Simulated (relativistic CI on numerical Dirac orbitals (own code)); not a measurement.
Slater and spin-orbit integrals, Tl7+

Computed by Dirac-Coulomb-Breit CI, KLI orbitals optimised for each configuration, model QED, unscaled Slater integrals (own radial code, finite nucleus).

Slater integrals F^k, G^k are unscaled and averaged over j, outside the closed core [Kr] 4d10 4f14 5s2; ζ comes from projecting the Hamiltonian with its Breit term on Σ l·s of the shell.

- 5p6 5d6: F^2(5d,5d) = 88016, F^4(5d,5d) = 59632, ζ(5d) = 8743.2 cm⁻¹; <r>(5d) = 1.2, <r^2>(5d) = 1.631 (bohr units).
- 5p6 5d5 6s: F^2(5d,5d) = 88684, F^4(5d,5d) = 60116, ζ(5d) = 9044.1, G^2(5d,6s) = 25663 cm⁻¹; <r>(5d) = 1.191, <r^2>(5d) = 1.605, <r>(6s) = 1.824, <r^2>(6s) = 3.691 (bohr units).
- 5p6 5d5 5f: F^2(5d,5d) = 88744, F^4(5d,5d) = 60163, ζ(5d) = 9063.5, F^2(5d,5f) = 57148, F^4(5d,5f) = 35621, G^1(5d,5f) = 62993, G^3(5d,5f) = 38876, G^5(5d,5f) = 27673, ζ(5f) = 224.73 cm⁻¹; <r>(5d) = 1.19, <r^2>(5d) = 1.603, <r>(5f) = 1.855, <r^2>(5f) = 3.935 (bohr units).

Task: Give the Racah parameters of the d shell in 5p6 5d6.

Result: B = F²/49 − 5F⁴/441 = 1120 cm⁻¹ and C = 35F⁴/441 = 4733 cm⁻¹.

In this model ζ of a weakly bound d, f or g electron outside closed shells comes out too small, for d by up to a factor of two or three and at times with the wrong sign; that of an outer p electron is too small as well.

Averages of the first 10 configurations, taken without configuration mixing, which lowers the lowest level and can move excited configurations by several eV; other configurations of the list can lie among them:

```csv
Configuration,Parity,States,Average energy above the lowest level (eV)
5p6 5d6,even,210,6.7
5p6 5d5 6s,even,504,32.2
5p6 5d5 5f,odd,3528,63.8
5p6 5d5 6p,odd,1512,47.9
5p5 5d7,odd,720,79.2
5p6 5d4 6s 6p,odd,2520,75.0
5p6 5d5 5g,even,4536,88.9
5p6 5d5 6d,even,2520,67.7
5p6 5d5 7p,odd,1512,79.8
5p6 5d4 6s2,even,210,60.2
```
